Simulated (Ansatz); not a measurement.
The same group exchange along the group F, Cl, Br.

Calculated with Ansatz (gas phase, PBE0-D4/def2-TZVP geometries, no zero-point term in ΔE). CCSD(T)/CBS adds triple-zeta CCSD(T) − MP2 to the extrapolated MP2 energy (def2 sets, frozen cores). This one scheme is used for every species. Functionals use def2-TZVPP. For Br outer-core shells are correlated without core-valence functions, which leaves a few kJ/mol of doubt a bond. Scalar relativity is left out up to krypton. Each species was taken in one conformer, which may not be the lowest.

```
                        reaction  ωB97M-V (kJ/mol)  CCSD/CBS(def2) (kJ/mol)  r2SCAN-D4 (kJ/mol)  CCSD(T)/CBS(def2) (kJ/mol)
 `OCBF` + `C#C` → `C#CBCO` + H–F                90                       87                  83                          84
`OCBCl` + `C#C` → `C#CBCO` + HCl                43                       43                  38                          43
`OCBBr` + `C#C` → `C#CBCO` + HBr                33                       38                  29                          38
```

Largest T1 diagnostic: 0.013, for `C#C`.
